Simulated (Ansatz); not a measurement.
Ideal-gas functions of `C[SiH](F)[SeH]` at 800 K and 1 bar, from an Ansatz frequency run at PBE0-D4/def2-TZVP.

Molar mass 143.1 g/mol, point group C1 (symmetry number 1), electronic degeneracy 1, moments of inertia 83.134, 272.9, 328.162 u Å². Harmonic wavenumbers (cm⁻¹, unscaled): 148, 155, 192, 211, 262, 394, 584, 687, 766, 773, 838, 885, 911, 1279, 1443, 1444, 2248, 2440, 3054, 3140, 3148.

Use S(trans) = R[1.5 ln M + 2.5 ln T − 1.1517]; rotational temperatures θ = 24.2544 K / I; S(rot) = R[ln(√π/σ · √(T³/θAθBθC)) + 1.5]; for each mode x = 1.438777 ν̃/T, S = R[x/(eˣ − 1) − ln(1 − e⁻ˣ)] and H = RT x/(eˣ − 1); 1 cm⁻¹ = 0.0119627 kJ/mol; R = 8.31446 J/(mol·K).

Problem. By hand: the entropy, in J/(mol·K).

Solution. Translation 191.3. Rotation: θ = 0.2918, 0.0889, 0.0739 K, giving 126.6. Vibration, mode by mode: 19.34, 18.96, 17.20, 16.42, 14.65, 11.35, 8.28, 7.07, 6.28, 6.21, 5.65, 5.28, 5.08, 3.01, 2.39, 2.38, 0.75, 0.56, 0.22, 0.20, 0.19, in all 151.5. Electronic 0.0. Sum 469.4 J/(mol·K).

Problem. By hand: H − E and G − E in kJ/mol, counted from the electronic energy.

Solution. Zero-point energy ½ × 25002 × 0.0119627 = 149.5; thermal vibration 59.6; translation, rotation and pV give 4 RT = 26.6. H − E = 235.7 kJ/mol, and G − E = 235.7 − 800 × 469.4/1000 = -139.8 kJ/mol.

Vibration gives 32 % of the entropy, 19.3 J/(mol·K) of it from the mode under 150 cm⁻¹: soft modes count most, and the harmonic formula is weakest for them. The sum counts one conformer and one mirror image; others add a mixing term.
